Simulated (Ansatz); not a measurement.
Cost and result for the atomization energy of CH5BrOSi2 (`[SiH3][Si@H]1O[C@@H]1Br`) (10 atoms, 10 bonds).

```xyz
10

Si   -0.366   -1.734    0.720
Si    0.494    0.043   -0.520
O    -0.656    1.036   -1.264
C    -0.003    1.767   -0.240
Br    1.090    3.235   -0.869
H    -0.828   -2.812   -0.193
H     0.703   -2.266    1.606
H    -1.501   -1.233    1.533
H     1.728   -0.181   -1.309
H    -0.661    2.144    0.536
```

Charge 0, multiplicity 1. Correlated methods include outer-core shells of Br, which these sets cover unevenly. Scalar relativity is left out up to krypton. All single points use the PBE0-D4/def2-TZVP geometry. Program: Ansatz. All runs use 4 threads of a server CPU on a shared host. Times are those of one run each, without the atoms' runs, and a repeat can differ threefold. Electronic energies, without spin–orbit coupling; frozen cores. CCSD(T)/CBS adds CCSD(T) − MP2 in def2-TZVPP to the MP2 limit, and its time is that of the two runs behind it. T1 = 0.013. With those shells the extrapolation isn't a true limit. B3LYP takes the VWN-RPA correlation (the form of Gaussian; ORCA's B3LYP/G). HSE06 is the plane-wave form, built on full-range PBE exchange.

CCSD(T)/CBS is a level of theory with its own doubt, some kJ/mol a heavy atom from the limit and from the frozen cores, so smaller differences don't rank the functionals.

```json
{"level": "BLYP-D4/def2-TZVPP", "functions": "264", "wall time": "2.7 s"}
{"level": "PBE-D4/def2-TZVPP (with forces)", "functions": "264", "wall time": "3.3 s"}
{"level": "PBE0-D4/def2-TZVPP", "functions": "264", "wall time": "5 s"}
{"level": "HSE06-D4/def2-TZVPP", "functions": "264", "wall time": "5.5 s"}
{"level": "r2SCAN-D4/def2-TZVPP (with forces)", "functions": "264", "wall time": "6.5 s"}
{"level": "B3LYP-D4/def2-TZVPP (with forces)", "functions": "264", "wall time": "7.5 s"}
{"level": "PBE-QIDH/def2-TZVPP", "functions": "264", "wall time": "8.5 s"}
{"level": "CCSD(T)/def2-SVP", "functions": "121", "wall time": "11 s"}
{"level": "ωB97X-V/def2-TZVPP", "functions": "264", "wall time": "12 s"}
{"level": "B97M-V/def2-TZVPP", "functions": "264", "wall time": "12 s"}
{"level": "MP2/def2-QZVPP", "functions": "493", "wall time": "34 s"}
{"level": "CCSD(T)/def2-TZVPP", "functions": "264", "wall time": "5.1 min"}
{"level": "CCSD(T)/CBS(def2)", "functions": "–", "wall time": "5.7 min"}
```

Q: What atomization energy does each give, and how far from CCSD(T)/CBS? (Best estimate.)

A: Computed: 
```json
{"level": "BLYP-D4/def2-TZVPP", "atomization (kJ/mol)": "3192.8", "difference from CCSD(T)/CBS": "-24.2", "per bond": "-2.4"}
{"level": "PBE-D4/def2-TZVPP (with forces)", "atomization (kJ/mol)": "3268.0", "difference from CCSD(T)/CBS": "51.0", "per bond": "5.1"}
{"level": "PBE0-D4/def2-TZVPP", "atomization (kJ/mol)": "3201.0", "difference from CCSD(T)/CBS": "-16.0", "per bond": "-1.6"}
{"level": "HSE06-D4/def2-TZVPP", "atomization (kJ/mol)": "3203.8", "difference from CCSD(T)/CBS": "-13.2", "per bond": "-1.3"}
{"level": "r2SCAN-D4/def2-TZVPP (with forces)", "atomization (kJ/mol)": "3230.8", "difference from CCSD(T)/CBS": "13.8", "per bond": "1.4"}
{"level": "B3LYP-D4/def2-TZVPP (with forces)", "atomization (kJ/mol)": "3192.4", "difference from CCSD(T)/CBS": "-24.6", "per bond": "-2.5"}
{"level": "PBE-QIDH/def2-TZVPP", "atomization (kJ/mol)": "3176.9", "difference from CCSD(T)/CBS": "-40.1", "per bond": "-4.0"}
{"level": "CCSD(T)/def2-SVP", "atomization (kJ/mol)": "2953.2", "difference from CCSD(T)/CBS": "-263.8", "per bond": "-26.4"}
{"level": "ωB97X-V/def2-TZVPP", "atomization (kJ/mol)": "3231.6", "difference from CCSD(T)/CBS": "14.6", "per bond": "1.5"}
{"level": "B97M-V/def2-TZVPP", "atomization (kJ/mol)": "3224.8", "difference from CCSD(T)/CBS": "7.8", "per bond": "0.8"}
{"level": "MP2/def2-QZVPP", "atomization (kJ/mol)": "3228.9", "difference from CCSD(T)/CBS": "11.9", "per bond": "1.2"}
{"level": "CCSD(T)/def2-TZVPP", "atomization (kJ/mol)": "3113.6", "difference from CCSD(T)/CBS": "-103.4", "per bond": "-10.3"}
{"level": "CCSD(T)/CBS(def2)", "atomization (kJ/mol)": "3217.0", "difference from CCSD(T)/CBS": "0.0", "per bond": "0.0"}
```

From r2SCAN to r2SCAN0 (25 % exact exchange), in def2-TZVPP and without D4, the atomization energy moves by −67.4 kJ/mol: exact exchange takes away binding that semilocal exchange gives to molecules. Leaving LDA and LC-ωPBE aside and taking each functional with its dispersion term where it has one, the values, not all of them listed here, spread over 176.2 kJ/mol, from BHLYP-D4 to PBE-D4. LDA lies +462.3 kJ/mol from PBE without D4, its usual overbinding. At CCSD(T), def2-SVP lies −263.8 kJ/mol from the extrapolated value and def2-TZVPP −103.4 kJ/mol: correlation converges slowly with the basis, and small sets miss more of it in the bonded molecule than in its fragments.
